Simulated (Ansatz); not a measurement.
`[SiH3]C#[C][GeH3]`. Total charge 0; spin multiplicity 1.

```tsv
atom	x (Å)	y (Å)	z (Å)
Si1	0.859	-1.996	-1.154
C2	0.223	-0.514	-0.303
C3	-0.201	0.471	0.266
Ge4	-0.865	2.010	1.162
H5	0.029	-2.268	-2.353
H6	2.265	-1.762	-1.565
H7	0.797	-3.156	-0.232
H8	-1.978	2.630	0.309
H9	0.286	3.006	1.342
H10	-1.416	1.579	2.526
```

Question: What are the harmonic wavenumbers in cm⁻¹ at PBE0-D4/def2-TZVP (Ansatz, finite differences of forces, unscaled)? (Estimate.)

Answer: Ansatz gave: 14, 101, 101, 301, 301, 333, 620, 620, 678, 678, 765, 846, 879, 879, 927, 942, 942, 2178, 2179, 2179, 2237, 2243, 2244, 2244.
